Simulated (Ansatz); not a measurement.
One change: `C=[CH][ZnH]` becomes `BC=C`.

Ansatz, PBE0-D4/def2-TZVP geometries, multiplicity 1. 

Scalar relativity is left out up to krypton.

| property | `C=[CH][ZnH]` |
| --- | --- |
| HOMO energy (PBE/def2-TZVPP) / eV | -6.43 |
| HOMO–LUMO gap (ωB97M-V/def2-TZVPP) / eV | 10.57 |
| size of the dipole moment (ωB97M-V/def2-TZVPP) / D | 0.39 |
| ideal-gas entropy at 298 K and 1 bar (rigid rotor, harmonic PBE0-D4/def2-TZVP) / J/(mol·K) | 286 |
| LUMO energy (ωB97M-V/def2-TZVPP) / eV | 0.76 |
| size of the dipole moment (B3LYP/def2-TZVPP) / D | 0.45 |

Task: Give the same properties after the change, and the shifts. (Best estimate.)

Result: The calculation gave: 
```json
{"property": "HOMO energy (PBE/def2-TZVPP) / eV", "`BC=C`": "-7.49", "shift": "-1.06"}
{"property": "HOMO–LUMO gap (ωB97M-V/def2-TZVPP) / eV", "`BC=C`": "10.68", "shift": "0.11"}
{"property": "size of the dipole moment (ωB97M-V/def2-TZVPP) / D", "`BC=C`": "1.29", "shift": "0.90"}
{"property": "ideal-gas entropy at 298 K and 1 bar (rigid rotor, harmonic PBE0-D4/def2-TZVP) / J/(mol·K)", "`BC=C`": "265", "shift": "-21"}
{"property": "LUMO energy (ωB97M-V/def2-TZVPP) / eV", "`BC=C`": "-0.06", "shift": "-0.82"}
{"property": "size of the dipole moment (B3LYP/def2-TZVPP) / D", "`BC=C`": "1.34", "shift": "0.89"}
```

With PBE0 the HOMO falls by 0.90 eV and the LUMO falls by 1.26 eV, so the gap narrows by about 0.36 eV. PBE moves the HOMO by -1.06 eV and ωB97M-V by -0.93 eV. The zero-point energy changes by 39.6 kJ/mol with +3 modes. Dipoles are sizes alone; their direction can turn.

B3LYP here is the variant with VWN-RPA as its local correlation; programs differ in this.
